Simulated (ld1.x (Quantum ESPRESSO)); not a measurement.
**What one change does to a pseudopotential (Ce (Z = 58), TM semilocal)**

- Element: Ce
- Generator: ld1.x (Quantum ESPRESSO) 7.5
- Type: norm-conserving Troullier–Martins (semilocal form)
- Functional: Wu–Cohen
- Relativity: scalar-relativistic
- Frozen core: [Kr] 4d10 5s2
- Valence charge: 10
- Reference configuration: 4f1 5p6 5d1 6s1 6p0 (charge +1)
- Partial waves: 6s (bound): rc 3.70 bohr; 5p (bound): rc 1.75 bohr; 4f (bound): rc 1.25 bohr; 5d (bound): rc 2.25 bohr
- Local potential: the d channel
- Core correction: Bessel-smoothed model core, default radius (core density twice the valence density)

Change: wave 4f (bound): rc 1.25 bohr becomes 4f (bound): rc 1.42 bohr.

Cutoffs: the cutoffs (Ry, on a coarse ladder) from which the occupation-weighted sum of valence levels, in a spherical-Bessel basis at the reference potential, stays within 10 and 1 mRy of its value at 400 Ry; they do not see the model core or the augmentation charge, which bear on the density cutoff. Errors are all-electron minus pseudo energies relative to the spin-unpolarised reference configuration.

Question: How do hardness, ghosts and transferability respond?

Answer: The potential gets softer (180 Ry and 230 Ry → 160 Ry and 180 Ry); of the 7 tests that both files solve, the error grows in 0 and shrinks in 1 by more than 15 % and 0.3 meV (median size 8.6 → 8.7 meV); neither file shows a bound ghost at the reference potential, the only one tested. A larger radius leaves more room for a smooth pseudo-wave, so fewer plane waves are needed. A semilocal file is local in each channel, so a ghost entry of none says nothing of the separable form that plane-wave codes build from it.

| quantity | base | changed |
| --- | --- | --- |
| cutoff, loose | 180 Ry | 160 Ry |
| cutoff, tight | 230 Ry | 180 Ry |
| loose cutoff by channel (10 mRy a level) | s 6 Ry, p 25 Ry, f 180 Ry, d 10 Ry | s 6 Ry, p 25 Ry, f 160 Ry, d 10 Ry |
| bound ghosts | none | none |
| error for 4f1 5p6 5d1 6s2 6p0, meV [ΔE -6.10 eV] | +1.9 | +1.9 |
| error for 4f1 5p6 5d1 6s0 6p0, meV [ΔE 10.98 eV] | -7.6 | -7.6 |
| error for 4f1 5p6 5d0 6s0 6p0, meV [ΔE 30.11 eV] | +8.6 | +8.7 |
| error for 4f2 5p6 5d1 6s0 6p0, meV [ΔE -0.07 eV] | -559 | -516 |
| error for 4f1 5p5 5d1 6s2 6p0, meV [ΔE 21.76 eV] | -154 | -154 |
| error for 4f0 5p6 5d0 6s0 6p0, meV [ΔE 67.95 eV] | -354 | -221 |
| error for 4f1 5p6 5d2 6s1 6p0, meV [ΔE -5.19 eV] | -3.4 | -3.4 |
| s: phases at 3.99 bohr within 0.05 rad from the reference energy up to (Ry; the scan ends near 5) | 0.8 | 0.8 |
| p: phases at 3.99 bohr within 0.05 rad from the reference energy up to (Ry; the scan ends near 5) | 2.3 | 2.3 |
| d: phases at 3.99 bohr within 0.05 rad from the reference energy up to (Ry; the scan ends near 5) | 3.7 | 3.7 |
| f: phases at 3.99 bohr within 0.05 rad from the reference energy up to (Ry; the scan ends near 5) | 2.4 | 2.2 |

Base: These tests converged, but a pseudo level misses the all-electron one widely, so the file describes the atom poorly there or has found another state: 4f1 5p6 5d1 6s0 6p0: empty 6p by 7.0 eV; 4f1 5p6 5d0 6s0 6p0: empty 6p by 11.2 eV; 4f1 5p5 5d1 6s2 6p0: empty 6p by 4.4 eV. Changed file: These tests converged, but a pseudo level misses the all-electron one widely, so the file describes the atom poorly there or has found another state: 4f1 5p6 5d1 6s0 6p0: empty 6p by 7.0 eV; 4f1 5p6 5d0 6s0 6p0: empty 6p by 11.2 eV; 4f1 5p5 5d1 6s2 6p0: empty 6p by 4.4 eV.
